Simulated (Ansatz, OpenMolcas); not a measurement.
OpenMolcas → Ansatz

This OpenMolcas 26.06 job computes BSiH4OF (SMILES FBO[SiH3]):

input.xyz:
```
8

F     -1.599400    -1.699200     1.426100
B     -0.685400    -0.787600     1.133000
O     -0.487500    -0.477100    -0.157600
Si     0.521000     0.572800    -0.945400
H     -0.075300    -0.278500     2.029800
H     -0.317100     1.531000    -1.702400
H      1.370700     1.295700     0.034600
H      1.365000    -0.214300    -1.873700
```

run.input:
```
* BFH4OSi Kohn-Sham DFT

&GATEWAY
  BasLib=$CurrDir
  Coord=input.xyz
  Basis=6-311pGss
  Group=NoSym

&SEWARD
  GridInput
  Grid=UltraFine
  End of Grid

&SCF
  KSDFT=2
  1.0 MGGA_X_R2SCAN
  1.0 MGGA_C_R2SCAN
  Thresholds=1e-10 1e-07 1e-07 1e-05
  PrOrbitals=1 2

&ALASKA
```

```bash
$ export MOLCAS_MEM=1860
$ pymolcas run.input > run.log
```

(Basis files named in the input come from the Basis Set Exchange and aren't shown.)

The shape is that of a PBE0-D4/def2-TZVP optimisation. This is one conformer, not always the lowest.

It gives a total energy of -491.888990 Eh.

Q: Write the same calculation for Ansatz 0.2.0 as an input file of the program's own, asking for the energy.

A: This input was run:

molecule.yaml:
```yaml
crystal:
  periodic: [false, false, false]
  atoms:
    - {symbol: F, position_ang: [-1.599400, -1.699200, 1.426100]}
    - {symbol: B, position_ang: [-0.685400, -0.787600, 1.133000]}
    - {symbol: O, position_ang: [-0.487500, -0.477100, -0.157600]}
    - {symbol: Si, position_ang: [0.521000, 0.572800, -0.945400]}
    - {symbol: H, position_ang: [-0.075300, -0.278500, 2.029800]}
    - {symbol: H, position_ang: [-0.317100, 1.531000, -1.702400]}
    - {symbol: H, position_ang: [1.370700, 1.295700, 0.034600]}
    - {symbol: H, position_ang: [1.365000, -0.214300, -1.873700]}
basis:
  gaussian:
    orbitals: 6-311+G_st__st_-spherical.json
output: {orbitals: {seedname: orbitals}}
hamiltonian:
  xc: {name: r2SCAN}
accuracy: high
```

```bash
$ ansatz run molecule.yaml --threads 1 --pin off --max-ram 3480MiB --events-out events.jsonl --progress --plain --runs-dir runs
```

(Basis files named in the input come from the Basis Set Exchange and aren't shown.)

Its energy is -491.888982 Eh, 0.008 mEh from the first.
